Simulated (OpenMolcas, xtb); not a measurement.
# A ladder of methods for CH2FNOSn (SMILES O=C=[N][SnH2][F])

CH2FNOSn has 7 atoms, charge 0, and is taken as a singlet. As SMILES, `O=C=[N][SnH2][F]`. The coordinates come from a PBE0-D4/def2-TZVP relaxation. This is one conformer, not always the lowest.

Quantity: the HOMO–LUMO gap, in eV. The values are calculated.

| level | kind | program | value (eV) | CPU time |
| --- | --- | --- | --- | --- |
| GFN1-xTB | semi-empirical | xtb | 5.20 | under 2 s |
| HF/def2-SVP (core potential) | Hartree–Fock | OpenMolcas | 14.47 | 11 s |
| SVWN5/def2-SVP (core potential) | LDA | OpenMolcas | 5.28 | 27 s |
| BLYP/def2-SVP (core potential) | GGA | OpenMolcas | 5.22 | 35 s |
| TPSS/def2-SVP (core potential) | meta-GGA | OpenMolcas | 5.57 | 45 s |
| BHLYP/def2-SVP (core potential) | global hybrid | OpenMolcas | 9.98 | 29 s |
| M06-2X/def2-SVP (core potential) | hybrid meta-GGA | OpenMolcas | 10.04 | 38 s |
| B2PLYP/def2-SVP (core potential) | double hybrid | OpenMolcas | 10.25 | 23 s |

The values span 5.20 to 14.47 eV. Orbital gaps aren't excitation energies, and those of double hybrids come from the SCF part alone; they tend to grow with the share of exact exchange. CPU times are rough (shared hosts, several kinds of processor and program).
